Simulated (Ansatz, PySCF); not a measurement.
Si(F)(Me)3 (C₃H₉FSi), SMILES F[Si](C)(C)C. Atoms are numbered in the order given.

```xyz
14

C     -0.7433     1.5302    -0.7570
Si     0.0106     0.0104     0.0343
C      1.5313    -0.5701    -0.8903
C     -1.2458    -1.3629     0.2331
F      0.4981     0.4425     1.5444
H     -1.0937     1.3084    -1.7789
H     -1.6060     1.8932    -0.1754
H     -0.0087     2.3490    -0.8220
H      1.9958    -1.4332    -0.3868
H      1.2734    -0.8765    -1.9177
H      2.2851     0.2310    -0.9558
H     -1.6159    -1.7022    -0.7487
H     -2.1131    -1.0243     0.8225
H     -0.8046    -2.2323     0.7467
```
Charge 0, spin multiplicity 1.

The structure is a stationary point at B3LYP-D3(BJ)/def2-SVP.

Two levels are set side by side: PBE-D3(BJ)/def2-SVP (Ansatz, a first-principles code) and B3LYP-D3(BJ)/def2-SVP (Ansatz). Each level has its own optimised geometry; the coordinates shown are those of the second. Frequencies come from the Hessian of PySCF at each geometry. Differences are taken from unrounded values.

| quantity | B3LYP-D3(BJ) |
|---|---|
| mean bond length (Å) | 1.322 |
| bond C1–Si2 (Å) | 1.872 |
| bond Si2–C3 (Å) | 1.872 |
| bond Si2–C4 (Å) | 1.872 |
| bond Si2–F5 (Å) | 1.645 |
| bond C1–H6 (Å) | 1.103 |
| bond C1–H7 (Å) | 1.102 |
| bond C1–H8 (Å) | 1.102 |
| bond C3–H9 (Å) | 1.102 |
| bond C3–H10 (Å) | 1.103 |
| bond C3–H11 (Å) | 1.102 |
| bond C4–H12 (Å) | 1.103 |
| bond C4–H13 (Å) | 1.102 |
| bond C4–H14 (Å) | 1.102 |
| highest harmonic wavenumber (cm⁻¹) | 3123 |
| mean harmonic wavenumber (cm⁻¹) | 1374 |
| zero-point energy (kcal/mol) | 70.71 |

### Question
What does PBE-D3(BJ) give, and how far is it from B3LYP-D3(BJ)? (Estimate from the structure and the level; the computed values follow.)

### Answer

| quantity | PBE-D3(BJ) | PBE-D3(BJ) minus B3LYP-D3(BJ) |
|---|---|---|
| mean bond length (Å) | 1.329 | 0.007 |
| bond C1–Si2 (Å) | 1.878 | 0.006 |
| bond Si2–C3 (Å) | 1.878 | 0.006 |
| bond Si2–C4 (Å) | 1.878 | 0.006 |
| bond Si2–F5 (Å) | 1.656 | 0.012 |
| bond C1–H6 (Å) | 1.110 | 0.007 |
| bond C1–H7 (Å) | 1.109 | 0.007 |
| bond C1–H8 (Å) | 1.109 | 0.007 |
| bond C3–H9 (Å) | 1.109 | 0.007 |
| bond C3–H10 (Å) | 1.110 | 0.007 |
| bond C3–H11 (Å) | 1.109 | 0.007 |
| bond C4–H12 (Å) | 1.110 | 0.007 |
| bond C4–H13 (Å) | 1.109 | 0.007 |
| bond C4–H14 (Å) | 1.109 | 0.007 |
| highest harmonic wavenumber (cm⁻¹) | 3078 | -45 |
| mean harmonic wavenumber (cm⁻¹) | 1341 | -33 |
| zero-point energy (kcal/mol) | 69.01 | -1.70 |

GGA bonds tend to be longer and softer than those of functionals with exact exchange. Differences between two approximate levels are no errors against the true value.
